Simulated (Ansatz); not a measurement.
```yaml
crystal:
  periodic: [false, false, false]
  atoms:
    - {symbol: Si, position_ang: [0.218645, -0.665019, 1.763433]}
    - {symbol: Cl, position_ang: [0.460221, -1.399882, 3.712630]}
    - {symbol: C, position_ang: [-0.546620, -1.996671, 0.665565]}
    - {symbol: Si, position_ang: [-0.769144, -1.346750, -1.092948]}
    - {symbol: Cl, position_ang: [-1.618932, -2.835424, -2.301033]}
    - {symbol: C, position_ang: [0.914875, -0.844273, -1.782817]}
    - {symbol: Si, position_ang: [1.691014, 0.495897, -0.703132]}
    - {symbol: Cl, position_ang: [3.560055, 1.044214, -1.480175]}
    - {symbol: C, position_ang: [1.895485, -0.168469, 1.052162]}
    - {symbol: C, position_ang: [0.546389, 1.996809, -0.665372]}
    - {symbol: Si, position_ang: [-1.140546, 1.515921, 0.032619]}
    - {symbol: Cl, position_ang: [-2.401438, 3.191221, 0.068431]}
    - {symbol: C, position_ang: [-0.914619, 0.844843, 1.782701]}
    - {symbol: C, position_ang: [-1.895513, 0.167769, -1.052221]}
    - {symbol: H, position_ang: [0.105240, -2.896298, 0.654969]}
    - {symbol: H, position_ang: [-1.529958, -2.306696, 1.079457]}
    - {symbol: H, position_ang: [0.799211, -0.470112, -2.822528]}
    - {symbol: H, position_ang: [1.584587, -1.729817, -1.823528]}
    - {symbol: H, position_ang: [2.576301, -1.046442, 1.045286]}
    - {symbol: H, position_ang: [2.363233, 0.606616, 1.696210]}
    - {symbol: H, position_ang: [0.426933, 2.404973, -1.691771]}
    - {symbol: H, position_ang: [0.997077, 2.798462, -0.041992]}
    - {symbol: H, position_ang: [-0.480775, 1.632767, 2.434883]}
    - {symbol: H, position_ang: [-1.902048, 0.569063, 2.210815]}
    - {symbol: H, position_ang: [-2.894738, -0.116596, -0.658442]}
    - {symbol: H, position_ang: [-2.044945, 0.553887, -2.083212]}
basis:
  gaussian: {orbitals: def2-TZVP}
magnetization: {spin_polarized: true, initial_magnetization: 2}
hamiltonian: {xc: pbe0, dispersion: d4}
scf: {omitted_lower_state_checks: [starts]}
output: {orbitals: {seedname: orbitals}}
```

```sh
$ ansatz run in.yaml --threads 4 --pin off --events-out ev --progress --plain --max-ram 6963MiB
```

(1) Does this run fit into the memory that it is given?

## Answers

(1) No. It has 554 basis functions, and Ansatz plans for 11 GiB where 7 GiB are given.
